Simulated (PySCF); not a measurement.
A structure optimised at PBE-D3(BJ)/def2-SVP, used in a PySCF frequency run:

```xyz
8

W     -0.0026    -0.1356    -0.0855
N     -0.5151    -1.5016    -1.0686
H     -0.3196    -2.3698    -1.5816
S      2.1028    -0.1610     0.3678
S     -0.5715     1.7037    -1.4351
H      0.0798     2.6204    -0.6569
S     -1.1362    -0.2258     1.9778
H     -2.2802    -0.7765     1.4749
```

### Question
Write its SMILES and formula.

### Answer
[NH]=[W](=[S])([SH])[SH], H3NS3W

### Question
What are its rotational constants (standard atomic weights)?

### Answer
1.6581, 1.4198, 1.0792 GHz
